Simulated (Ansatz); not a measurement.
# Energy profile

The step: SnHBrCl₂ ([Cl][Sn]([Cl])[BrH]) → SnBrCl + HCl; bonds formed: Cl3–H4; dative contacts that become bonds: Sn1–Br5; bonds broken: Sn1–Cl3, H4–Br5 (atoms numbered as in the saddle structure below).

```tsv
atom	x (Å)	y (Å)	z (Å)
Sn1	0.6316	1.1617	0.5020
Cl2	-0.5390	0.3592	2.3899
Cl3	1.3382	-1.1488	-0.3662
H4	-0.1062	-0.6856	-1.1125
Br5	-1.3246	0.3134	-1.4132
```

Electronic energies by CCSD(T) at an estimated basis limit (MP2 extrapolated from triple and quadruple zeta, plus CCSD(T) − MP2 in triple zeta), on PBE0-D4/def2-TZVP structures; SnHBrCl₂, singlet; no counterpoise correction. Program: Ansatz 0.2.0. Basis: def2-TZVPP and def2-QZVPP. Cores are frozen in the correlated methods. Filled d shells of the heavier atoms are correlated. Core potentials replace the inner electrons of the atoms past krypton. The def2 sets are not built for correlating such inner shells, so the correlated values are less sure here. Extrapolation: Hartree–Fock as exp(−7.88 √X), correlation as X^−2.97.

Give the profile in eV, counted from the start structure. (To be estimated.)

The calculation gives:
```json
{"point": "start structure", "eV": "0.000"}
{"point": "saddle", "eV": "0.146"}
{"point": "end structure", "eV": "-0.139"}
{"point": "separated: SnBrCl (linked as [Cl][Sn][Br]; Sn1, Cl2, Br5; singlet) + HCl (Cl3, H4; singlet)", "eV": "0.153"}
```

No T1 diagnostic of these runs exceeds 0.013.

For scale, one of the runs: CCSD(T)/def2-TZVPP, 196 basis functions (an equivalent command: `ansatz run in.yaml --threads 4`). Hardware: 4 CPU threads, shared host. Wall time 110 s; peak host memory 2.5 GiB.
